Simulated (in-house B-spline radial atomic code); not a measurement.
**Functionals against ionisation energies along an isoelectronic series: Pd to Te⁶⁺**

Ionisation energies as differences of self-consistent total energies from a B-spline radial code for spherical atoms: all electrons, radial basis limit, scalar-relativistic (one-electron X2C), spin-polarised at highest spin, spherical densities; exact exchange is averaged over the determinants of each configuration. No spin-orbit coupling, Breit or QED terms. NIST's values run from ground level to ground level, so in open shells the differences also hold multiplet and fine-structure energies that spherical high-spin averages miss. Columns give computed minus NIST, in eV; a star marks a semi-empirical value. Species are left out where the tabulated value is theory, is uncertain by more than 0.12 eV, or (13 ions, such as In⁴⁺, Te⁴⁺ and Bi⁴⁺) lies off its series for all methods alike, which flatters the means a little.

| species | shell | NIST (eV) | Hartree-Fock | PBE | BLYP | wB97X |
| --- | --- | --- | --- | --- | --- | --- |
| Pd | 4d | 8.34 | -1.91 | +0.61 | +0.58 | +0.07 |
| Ag⁺ | 4d | 21.48 | -1.61 | +0.44 | +0.37 | +0.04 |
| Cd²⁺ | 4d | 37.47 ± 0.006 | -1.39 | +0.34 | +0.23 | +0.01 |
| In³⁺ | 4d | 55.45 ± 0.04 | -0.76 | +0.72 | +0.57 | +0.43 |
| Sn⁴⁺ | 4d | 77.03 ± 0.04 | -1.53 | -0.24 | -0.41 | -0.48 |
| Sb⁵⁺ | 4d | 99.51 ± 0.05 | ? | ? | ? | ? |
| Te⁶⁺ | 4d | 124.20 ± 0.06 | -0.86 | +0.14 | -0.08 | -0.05 |

**Question.** What are the differences for Sb⁵⁺ ([Kr] 4d10)?

**Answer.** Hartree-Fock -1.10; PBE +0.04; BLYP -0.16; wB97X -0.18 eV.

**Question.** How do the methods rank, and which species is hardest?

**Answer.** Mean absolute (signed) differences: wB97X 0.18 (-0.02) eV; BLYP 0.34 (+0.16) eV; PBE 0.36 (+0.29) eV; Hartree-Fock 1.31 (-1.31) eV. For In³⁺, which loses a 4d electron, the nearest method is off by +0.43 eV, the largest such miss. Hartree-Fock comes too low mainly by the correlation energy of the removed electron.
